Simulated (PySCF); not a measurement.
## Fluorine: a sound run and one with changed settings

Sound run: F⁺ [He] 2s2 2p4, F²⁺ [He] 2s2 2p3. Calculation: PySCF 2.14, in def2-TZVP (5s3p2d1f, 31 functions); no relativity, point nucleus. In the sound run the correlated levels freeze 1s2. The sound run starts from symmetry-adapted Hartree-Fock orbitals and uses a fine grid where one is needed.

Changed run: basis STO-3G. This setting is unsound on purpose.

```
species  method  sound run (hartree)  changed run (hartree)  converged
     F⁺     UHF            -98.83647              -97.52349        yes
     F⁺    TPSS            -99.13388              -97.78174        yes
     F⁺     LDA            -98.44875              -97.07786        yes
     F⁺     MP2            -98.97723              -97.52349        yes
    F²⁺     UHF            -97.60872              -96.22428        yes
    F²⁺    TPSS            -97.83025              -96.41663        yes
    F²⁺     LDA            -97.15307              -95.73133        yes
    F²⁺     MP2            -97.70578              -96.22428        yes
```

Ionisation energy of F⁺:

```csv
method,sound run (eV),changed run (eV)
UHF,33.409,35.353
TPSS,35.474,37.146
LDA,35.257,36.641
MP2,34.598,35.353
SCS-MP2,34.692,35.353
```

A minimal basis cannot let orbitals breathe on ionisation and holds almost no correlation.

For comparison, NIST gives 34.971 eV between the lowest levels.
